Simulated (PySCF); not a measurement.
A GIAO shielding run with PySCF (density fitting, non-relativistic, gas phase) on `InChI=1S/C6H9F3Si/c1-2-5(4-10)3-6(7,8)9/h1,5H,3-4H2,10H3/t5-/m1/s1`:

```
$ OMP_NUM_THREADS=1 python probes_run.py task.json out

{"job": {"kind": "nmr", "xc": "PBE0", "basis": "pcSseg-1"}, "charge": 0, "multiplicity": 1}
C      0.067501     2.524370    -0.140237
C      0.003650     1.329988    -0.135228
C     -0.068546    -0.118956    -0.071114
C      1.179850    -0.682027     0.616383
Si     2.787437    -0.345913    -0.353554
C     -1.339090    -0.548615     0.687187
C     -2.610309    -0.237126    -0.075162
F     -3.686079    -0.769857     0.536277
F     -2.601153    -0.743195    -1.319443
F     -2.863796     1.071210    -0.197493
H      0.117060     3.571567    -0.168843
H     -0.123237    -0.512089    -1.093826
H      1.052937    -1.759593     0.739135
H      1.250532    -0.258480     1.619862
H      2.659999    -0.958694    -1.678047
H      3.884644    -0.974144     0.384019
H      3.007108     1.092342    -0.474563
H     -1.327623    -1.628668     0.852277
H     -1.400691    -0.042869     1.653177
```

Hardware: 1 thread of an Arm Neoverse N1, shared host. The job also computes population analyses, field gradients.

(1) How large is the calculation?

(2) How long does it take, and how much memory does it need?

Results:

(1) 86 electrons, 222 basis functions and 1172 auxiliary functions.

(2) 80 s of wall time, with 14 SCF cycles and 5 response iterations; peak memory 1 GiB. Times on a shared host scatter by some tens of per cent.
